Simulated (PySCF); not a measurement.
Job file and geometry (Å, from GFN2-xTB) of an NMR shielding run on SMILES CS[Si@@H](Cl)/C=C/[SiH3], C3H9ClSSi2, GIAO PBE0/pcSseg-1 NMR shielding, non-relativistic, gas phase in PySCF; density fitting, a coarse starting grid and PySCF grid level 2 are the driver's defaults:

```
$ OMP_NUM_THREADS=1 python probes_run.py task.json out

{"job": {"kind": "nmr", "xc": "PBE0", "basis": "pcSseg-1"}, "charge": 0, "multiplicity": 1}
C     -3.495464    -0.569360     0.006450
S     -1.726036    -0.973147    -0.124855
Si    -0.884797     1.005168    -0.021167
Cl    -1.533785     1.955984     1.651066
C      0.977821     0.794988    -0.003902
C      1.616803    -0.367609    -0.121119
Si     3.488414    -0.586243    -0.113672
H     -3.797846     0.026851    -0.848839
H     -3.680420    -0.032694     0.931602
H     -4.029242    -1.513377     0.008629
H     -1.388420     1.760977    -1.164754
H      1.560521     1.702145     0.106263
H      1.012998    -1.262531    -0.227711
H      3.871031    -1.368999     1.062774
H      3.879795    -1.297163    -1.332858
H      4.121027     0.733954    -0.074552
```

Task: Write the output of this run.

Result: 
```
coarse grid: 15336 points
cycle   1  E = -1556.3225634059  dE =  4.702e-01  |g| = 3.953e-01  |ddm| = 3.645e+00
cycle   2  E = -1556.3146417890  dE =  7.922e-03  |g| = 4.376e-01  |ddm| = 9.177e-01
cycle   3  E = -1556.3647474032  dE = -5.011e-02  |g| = 5.535e-02  |ddm| = 5.234e-01
cycle   4  E = -1556.3652130425  dE = -4.656e-04  |g| = 3.874e-02  |ddm| = 8.229e-02
cycle   5  E = -1556.3655905642  dE = -3.775e-04  |g| = 8.055e-03  |ddm| = 3.481e-02
cycle   6  E = -1556.3656071027  dE = -1.654e-05  |g| = 1.636e-03  |ddm| = 9.296e-03
cycle   7  E = -1556.3656076815  dE = -5.788e-07  |g| = 2.679e-04  |ddm| = 1.952e-03
final grid: 129320 points
cycle   8  E = -1556.4070440411  dE = -2.692e-05  |g| = 8.009e-03  |ddm| = 2.461e-02
cycle   9  E = -1556.4070366436  dE =  7.398e-06  |g| = 9.368e-03  |ddm| = 1.517e-02
cycle  10  E = -1556.4070590753  dE = -2.243e-05  |g| = 5.904e-04  |ddm| = 8.791e-03
cycle  11  E = -1556.4070591402  dE = -6.492e-08  |g| = 2.352e-04  |ddm| = 8.207e-04
cycle  12  E = -1556.4070591542  dE = -1.398e-08  |g| = 7.095e-05  |ddm| = 2.506e-04
cycle  13  E = -1556.4070591553  dE = -1.132e-09  |g| = 2.487e-05  |ddm| = 7.675e-05
cycle  14  E = -1556.4070591555  dE = -1.673e-10  |g| = 5.843e-06  |ddm| = 2.904e-05
converged SCF energy = -1556.4070591555

GIAO shielding tensors (ppm)
atom      isotropic    diamagn.    paramagn.     s11        s22        s33       span
  0 C      175.212     249.995     -74.783    164.856    169.627    191.152     26.296
  1 S      657.012    1061.802    -404.790    590.849    636.363    743.824    152.975
  2 Si     343.347     880.227    -536.881    287.956    350.029    392.055    104.099
  3 Cl     932.017    1149.334    -217.317    846.933    948.520   1000.597    153.664
  4 C       33.992     262.013    -228.021    -83.624     28.169    157.432    241.056
  5 C       29.437     259.956    -230.519    -93.897      2.679    179.528    273.425
  6 Si     418.822     879.463    -460.641    371.542    420.596    464.326     92.784
  7 H       29.642      28.728       0.914     24.098     27.010     37.817     13.719
  8 H       29.456      29.274       0.181     22.790     29.475     36.103     13.313
  9 H       29.460      28.486       0.974     23.398     26.607     38.375     14.977
 10 H       25.869      29.436      -3.566     21.768     24.314     31.526      9.758
 11 H       24.769      32.564      -7.795     21.667     23.707     28.932      7.265
 12 H       24.609      35.392     -10.783     20.015     22.141     31.672     11.657
 13 H       27.395      28.026      -0.631     24.360     25.697     32.128      7.769
 14 H       27.433      27.936      -0.503     24.285     25.757     32.258      7.973
 15 H       27.676      28.180      -0.505     24.424     26.838     31.765      7.340
```

Task: Turn these shieldings into chemical shifts. Scale: ¹³C (186.93 ppm), ²⁹Si (349.16 ppm), ¹H (31.72 ppm) against TMS; CS2 for ³³S (503.73 ppm); ³⁵Cl (949.78 ppm) vs HCl (reference shieldings calculated alike).

Result: Averaging equivalent atoms: C 5: 157.5; C 4: 152.9; C 0: 11.7; S 1: -153; Si 2: 5.8; Si 6: -69.7; Cl 3: 18; H 12: 7.11; H 11: 6.95; H 10: 5.85; H 13/14/15: 4.22; H 7/8/9: 2.20 ppm. 

Size and cost of the density-fitted run: 192 basis functions, 73 s wall time on 1 thread of an Arm Neoverse N1, shared host; peak memory 0.91 GiB.
